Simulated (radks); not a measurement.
Results of a calculation; reference values are marked as such.
Species: the mercury ion Hg2+. Configuration: [Xe] 4f12.5 5d10 6s1.5 (fractional occupations, a model configuration).

Level of theory: scalar-relativistic Kohn-Sham, r2SCAN, spin-polarised, spherical densities, finite nucleus; open shells are filled with parallel spins first (spin-orbit coupling, left out, can overturn this in heavy ions); meta-GGA in the generalised Kohn-Sham scheme; Fermi nuclear charge, rms radius 5.4648 fm (a radial shooting solver on a logarithmic mesh with Libxc functionals).

Energy parts (hartree):
total: -19613.4596
kinetic: 22007.3114
electron-nucleus: -48735.9204
Hartree: 7483.9520
exchange-correlation: -368.8026

Orbitals (lengths in bohr, moments of r in powers of bohr; r(90%) holds 90 % of the orbital's charge):
| orbital | occ. | eigenvalue (hartree) | r(90%) | <r^4> |
|---|---|---|---|---|
| 1s up | 1 | -3060.690 | 0.0304 | 3.999e-07 |
| 1s down | 1 | -3060.689 | 0.0304 | 3.999e-07 |
| 2s up | 1 | -544.9899 | 0.109 | 0.00005830 |
| 2s down | 1 | -544.9888 | 0.109 | 0.00005830 |
| 2p up | 3 | -470.1874 | 0.103 | 0.00004770 |
| 2p down | 3 | -470.1861 | 0.103 | 0.00004769 |
| 3s up | 1 | -131.2207 | 0.265 | 0.002096 |
| 3s down | 1 | -131.1596 | 0.265 | 0.002094 |
| 3p up | 3 | -109.5146 | 0.272 | 0.002319 |
| 3p down | 3 | -109.4524 | 0.272 | 0.002316 |
| 3d up | 5 | -86.59486 | 0.256 | 0.001787 |
| 3d down | 5 | -86.54751 | 0.256 | 0.001784 |
| 4s up | 1 | -30.44249 | 0.569 | 0.04576 |
| 4s down | 1 | -30.34398 | 0.569 | 0.04581 |
| 4p up | 3 | -23.25757 | 0.612 | 0.06073 |
| 4p down | 3 | -23.16268 | 0.612 | 0.06084 |
| 4d up | 5 | -14.69476 | 0.661 | 0.08184 |
| 4d down | 5 | -14.60098 | 0.662 | 0.08219 |
| 5s up | 1 | -5.62151 | 1.26 | 1.117 |
| 5s down | 1 | -5.59056 | 1.27 | 1.126 |
| 4f up | 7 | -5.23662 | 0.744 | 0.1357 |
| 4f down | 5.5 | -5.14009 | 0.747 | 0.1383 |
| 5p up | 3 | -3.62121 | 1.46 | 1.981 |
| 5p down | 3 | -3.60097 | 1.46 | 1.987 |
| 5d up | 5 | -1.33308 | 2.02 | 7.337 |
| 5d down | 5 | -1.31718 | 2.02 | 7.216 |
| 6s up | 1 | -0.97009 | 3.23 | 46.84 |
| 6s down | 0.5 | -0.93426 | 3.26 | 48.32 |

The highest occupied level is 6s down at -25.422 eV. The density falls to 0.001 e/bohr^3 at r = 3.67 bohr. The spin density at the nucleus is 135.0 e/bohr^3 (1s 0.6, 2s -0.9, 3s -21.6, 4s 11.6, 5s 18.8, 6s 126.6).
